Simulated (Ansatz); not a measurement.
Cost and result for the atomization energy of C2H5BF2O (`CBC(O)(F)F`) (11 atoms, 10 bonds).

Z-matrix (Å, degrees):
```
C
B 1 1.539
H 1 1.091 2 114.1
H 1 1.104 2 104.1 3 -114.7
H 1 1.090 2 114.8 3 129.7
C 2 1.598 1 122.5 3 27.2
H 2 1.199 1 123.2 3 -155.0
F 6 1.379 2 107.7 1 111.0
O 6 1.369 2 113.4 1 -127.4
F 6 1.348 2 114.5 1 -6.3
H 9 0.963 6 108.3 2 -50.5
```

Charge 0, multiplicity 1. The structure was optimised at the PBE0-D4/def2-TZVP level. It is one conformer, not always the lowest. Program: Ansatz. All runs use 4 threads of an Arm Neoverse V1 on a shared host. Times are those of one run each, without the atoms' runs, and a repeat can differ threefold. Electronic energies, without spin–orbit coupling; frozen cores. CCSD(T)/CBS adds CCSD(T) − MP2 in def2-TZVPP to the MP2 limit, and its time is that of the two runs behind it. T1 = 0.013. B3LYP takes the VWN-RPA correlation (the form of Gaussian; ORCA's B3LYP/G).

CCSD(T)/CBS is a level of theory with its own doubt, some kJ/mol a heavy atom from the limit and from the frozen cores, so smaller differences don't rank the functionals.

```json
{"level": "PBE-D4/def2-TZVPP (with forces)", "functions": "256", "wall time": "2.5 s", "atomization (kJ/mol)": "4421.3", "difference from CCSD(T)/CBS": "146.0", "per bond": "14.6"}
{"level": "PBE0-D4/def2-TZVPP", "functions": "256", "wall time": "2.9 s", "atomization (kJ/mol)": "4308.1", "difference from CCSD(T)/CBS": "32.8", "per bond": "3.3"}
{"level": "B3LYP-D4/def2-TZVPP (with forces)", "functions": "256", "wall time": "4.5 s", "atomization (kJ/mol)": "4280.4", "difference from CCSD(T)/CBS": "5.1", "per bond": "0.5"}
{"level": "r2SCAN-D4/def2-TZVPP (with forces)", "functions": "256", "wall time": "4.7 s", "atomization (kJ/mol)": "4318.9", "difference from CCSD(T)/CBS": "43.6", "per bond": "4.4"}
{"level": "B2PLYP/def2-TZVPP", "functions": "256", "wall time": "5.5 s", "atomization (kJ/mol)": "4244.3", "difference from CCSD(T)/CBS": "-31.0", "per bond": "-3.1"}
{"level": "ωB97X-V/def2-TZVPP", "functions": "256", "wall time": "8 s", "atomization (kJ/mol)": "4297.8", "difference from CCSD(T)/CBS": "22.5", "per bond": "2.3"}
{"level": "ωB97M-V/def2-TZVPP (with forces)", "functions": "256", "wall time": "11 s", "atomization (kJ/mol)": "4307.5", "difference from CCSD(T)/CBS": "32.2", "per bond": "3.2"}
{"level": "MP2/def2-QZVPP", "functions": "492", "wall time": "25 s", "atomization (kJ/mol)": "4349.3", "difference from CCSD(T)/CBS": "74.0", "per bond": "7.4"}
{"level": "CCSD(T)/def2-TZVPP", "functions": "256", "wall time": "4.6 min", "atomization (kJ/mol)": "4168.3", "difference from CCSD(T)/CBS": "-107.0", "per bond": "-10.7"}
{"level": "CCSD(T)/CBS(def2)", "functions": "–", "wall time": "5 min", "atomization (kJ/mol)": "4275.3", "difference from CCSD(T)/CBS": "0.0", "per bond": "0.0"}
```

The D4 term adds +27.9 kJ/mol with B3LYP and +14.6 kJ/mol with PBE0; it sums over pairs of atoms, weighted by their polarisabilities, and B3LYP, whose exchange is more repulsive, gets the larger term. In def2-TZVPP, CCSD(T) changes the Hartree–Fock value by +1076.5 kJ/mol (the triples alone add +69.2 kJ/mol) and MP2 by +1194.7 kJ/mol; breaking electron pairs costs correlation energy, which Hartree–Fock lacks. From PBE to PBE0 (25 % exact exchange), in def2-TZVPP and without D4, the atomization energy moves by −110.3 kJ/mol: exact exchange takes away binding that semilocal exchange gives to molecules.
